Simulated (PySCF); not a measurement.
CH4AlF, SMILES [CH3][AlH][F]. Atoms are numbered in the order given.

```xyz
7

Al    -0.2077    -0.4349     0.1103
H     -1.0062    -1.7843     0.3737
F      1.2737    -0.3172     0.8784
C     -0.8150     1.0447    -1.0030
H     -1.7251     1.4993    -0.5789
H     -1.0843     0.6917    -2.0113
H     -0.0574     1.8339    -1.1046
```

Geometry optimised at PBE-D3(BJ)/def2-TZVP.

All values below come from PySCF 2.14.0 with TDA-CAM-B3LYP/def2-SVPD.

Vertical excitations. 

Computed excitation energies, oscillator strengths and character:
```
state  energy (eV)  λ (nm)      f                                              main pairs
-----  -----------  ------  -----  ------------------------------------------------------
S1            6.00     207  0.003                                          HOMO→LUMO 99 %
S2            7.33     169  0.103                                        HOMO→LUMO+1 88 %
S3            7.94     156  0.088                                        HOMO→LUMO+2 91 %
S4            8.34     149  0.124                                        HOMO−1→LUMO 95 %
S5            8.81     141  0.332                                        HOMO→LUMO+3 88 %
S6            9.01     138  0.001                      HOMO−2→LUMO 76 %, HOMO−5→LUMO 20 %
S7            9.24     134  0.101                    HOMO−1→LUMO+1 61 %, HOMO−3→LUMO 15 %
S8            9.38     132  0.042                      HOMO→LUMO+4 63 %, HOMO→LUMO+5 27 %
S9            9.49     131  0.032  HOMO−3→LUMO 51 %, HOMO→LUMO+5 17 %, HOMO−1→LUMO+1 14 %
S10           9.62     129  0.004                      HOMO−5→LUMO 73 %, HOMO−2→LUMO 17 %
T1            5.57     223      0                                          HOMO→LUMO 97 %
T2            6.50     191      0                      HOMO→LUMO+1 76 %, HOMO→LUMO+3 14 %
T3            7.27     170      0                                        HOMO−1→LUMO 90 %
T4            7.50     165      0                                        HOMO→LUMO+2 86 %
```
Triplets are in the Tamm–Dancoff approximation.
